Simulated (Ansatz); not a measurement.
C2H8BClSi, SMILES `CB(C)[SiH2]Cl`. The species carries charge 0 and has multiplicity 1. Geometry: relaxed with PBE0-D4/def2-TZVP. It is one conformer, not always the lowest.

```xyz
13

C    -0.388    0.191   -1.594
B    -0.055   -0.170   -0.119
C    -0.125   -1.640    0.402
Si    0.499    1.267    1.196
Cl    0.321    3.178    0.411
H     0.592    0.286   -2.092
H    -0.942   -0.579   -2.138
H    -0.864    1.165   -1.725
H     0.483   -1.873    1.279
H    -1.174   -1.774    0.714
H     0.052   -2.387   -0.377
H    -0.321    1.233    2.439
H     1.923    1.101    1.604
```

Task: What is the dipole moment at B3LYP/def2-TZVPP? (Best estimate.)

Result: The calculation gave: 2.40 D, with components (-0.32, -2.33, -0.49) D in this frame, pointing from negative to positive charge.

Task: And with PBE, r2SCAN, ωB97M-V? (Estimate.)

Result: Ansatz gave: PBE 2.40 D, r2SCAN 2.44 D, ωB97M-V 2.41 D.

Task: Give the Mulliken charges with B3LYP, r2SCAN, ωB97M-V in def2-TZVPP. (Estimate.)

Result: Ansatz gave: 
| atom | B3LYP | r2SCAN | ωB97M-V |
| --- | --- | --- | --- |
| C1 | -0.29 | -0.22 | -0.34 |
| B2 | 0.15 | 0.16 | 0.12 |
| C3 | -0.30 | -0.22 | -0.34 |
| Si4 | 0.27 | 0.33 | 0.18 |
| Cl5 | -0.28 | -0.28 | -0.24 |
| H6 | 0.09 | 0.07 | 0.12 |
| H7 | 0.09 | 0.06 | 0.11 |
| H8 | 0.11 | 0.08 | 0.12 |
| H9 | 0.10 | 0.06 | 0.11 |
| H10 | 0.10 | 0.07 | 0.12 |
| H11 | 0.10 | 0.06 | 0.11 |
| H12 | -0.07 | -0.08 | -0.03 |
| H13 | -0.07 | -0.08 | -0.03 |

B3LYP here is the variant with VWN-RPA as its local correlation; programs differ in this.
